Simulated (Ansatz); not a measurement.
Reaction (substitution at a C–Si bond): `C#C[SiH](F)CF` + H₂S → `C#CS` + `FC[SiH2]F`

Program: Ansatz. Geometries: PBE0-D4/def2-TZVP. ΔE: electronic, gas phase. CCSD(T)/CBS is the MP2 limit (def2-TZVPP, def2-QZVPP) plus CCSD(T) − MP2 in def2-TZVPP, frozen cores. This one scheme is used for every species. Each species was taken in one conformer, which may not be the lowest.

```
        species  HF/def2-SVP energy (Eh)
`C#C[SiH](F)CF`               -603.40007
            H₂S               -398.56703
         `C#CS`               -474.16613
    `FC[SiH2]F`               -527.76563
```

Work out ΔE.

ΔE = (-474.16613) + (-527.76563) − (-603.40007) − (-398.56703) = 0.03534 Eh = +22.2 kcal/mol. CCSD(T)/CBS gives +21.1 kcal/mol.

Largest T1 diagnostic among the species: 0.013.

From PBE to PBE0 (25 % exact exchange), in def2-TZVPP and without D4, ΔE moves by +1.1 kcal/mol. At CCSD(T), def2-SVP lies −0.8 kcal/mol from the extrapolated value and def2-TZVPP +0.1 kcal/mol. Leaving LDA and LC-ωPBE aside and taking each functional with its dispersion term where it has one, the values, not all of them listed here, spread over 3.1 kcal/mol, from PBE-D4 to BHLYP-D4.
